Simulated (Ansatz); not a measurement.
Reaction (hydrogen abstraction from a Ge–H bond): `[F][GeH2][F]` + `[OH]`• → `[F][GeH][F]`• + H₂O

Program: Ansatz. Geometries: PBE0-D4/def2-TZVP. ΔE: electronic, gas phase. CCSD(T)/CBS is the MP2 limit (def2-TZVPP, def2-QZVPP) plus CCSD(T) − MP2 in def2-TZVPP, frozen cores. This one scheme is used for every species. Functionals use def2-TZVPP. Open shells (•) are unrestricted, without spin–orbit coupling. For Ge outer-core shells are correlated without core-valence functions, which leaves a few kJ/mol of doubt a bond. Scalar relativity is left out up to krypton.

`[F][GeH2][F]`:

Z-matrix (Å, degrees):
```
Ge
F 1 1.724
F 1 1.724 2 105.0
H 1 1.527 2 107.9 3 -114.9
H 1 1.527 2 107.9 3 114.9
```

`[OH]`•:

Cartesian coordinates in Å:
```
O 0.138 -0.464 0.050
H -0.138 0.464 -0.050
```

`[F][GeH][F]`•:

Cartesian coordinates in Å:
```
F -0.481 -1.090 -1.037
Ge 0.327 -0.264 0.254
F 0.929 1.180 -0.491
H -0.774 0.174 1.274
```

H₂O:

```xyz
3

O     0.317   -0.191   -0.121
H    -0.550   -0.557    0.067
H     0.234    0.748    0.054
```

```tsv
level	ΔE (kcal/mol)
LDA (SPW92)	-48.6
PBE0-D4	-35.1
```

Q: What does CCSD(T)/CBS give? (Best estimate.)

A: The calculation gave: -33.8 kcal/mol. The listed levels differ from it by -14.8, -1.3 kcal/mol.

Q: What do rigid-rotor, harmonic-oscillator terms from PBE0-D4/def2-TZVP frequencies (298.15 K, 1 bar) make of the CCSD(T)/CBS value? (Estimate.)

A: Computed: ΔZPE = +2.2 kcal/mol, ΔH = -31.3 kcal/mol, ΔS = 14 J/(mol·K), ΔG = -32.4 kcal/mol. Open shells count their whole term as degenerate.

Largest T1 diagnostic among the species: 0.015.

From PBE to PBE0 (25 % exact exchange), in def2-TZVPP and without D4, ΔE moves by +5.5 kcal/mol. Leaving LDA and LC-ωPBE aside and taking each functional with its dispersion term where it has one, the values, not all of them listed here, spread over 12.2 kcal/mol, from PBE-D4 to BHLYP-D4. LDA lies −7.9 kcal/mol from PBE without D4. In def2-TZVPP, CCSD(T) changes the Hartree–Fock value by −16.6 kcal/mol (the triples alone add −1.8 kcal/mol) and MP2 by −22.5 kcal/mol.
